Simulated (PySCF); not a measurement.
**How methods differ on the interval between two levels of S²⁺**

S²⁺ [Ne] 3s2 3p2 [3P2, M_J = 2] → S²⁺ [Ne] 3s1 3p2 4s1 [5P3, M_J = 3], as a difference of total energies. All numbers are calculated (PySCF 2.14, the two-component X2C-1e Hamiltonian, in x2c-SVPall-2c with one added diffuse shell each of s, p type (5s5p1d, 25 functions)). Correlated levels: [Ne] frozen. "Screened" scales the spin-orbit matrix elements by Boettger's factors to mimic the two-electron term; Breit and QED terms are absent.

```csv
method,interval between two levels (cm⁻¹)
GHF (spin-free),198430
GMP2 (spin-free),207410
GHF (screened spin-orbit),198490
GMP2 (screened spin-orbit),207470
```

The labels give the starting determinants; with spin-orbit coupling the two ends relaxed to ⟨J²⟩ = 6.01, ⟨L²⟩ = 2.01, ⟨S²⟩ = 2.00 and ⟨J²⟩ = 12.00, ⟨L²⟩ = 2.00, ⟨S²⟩ = 6.00.

The promoted electron is Rydberg-like, and one or two diffuse shells describe it only roughly, which tends to raise the upper state.
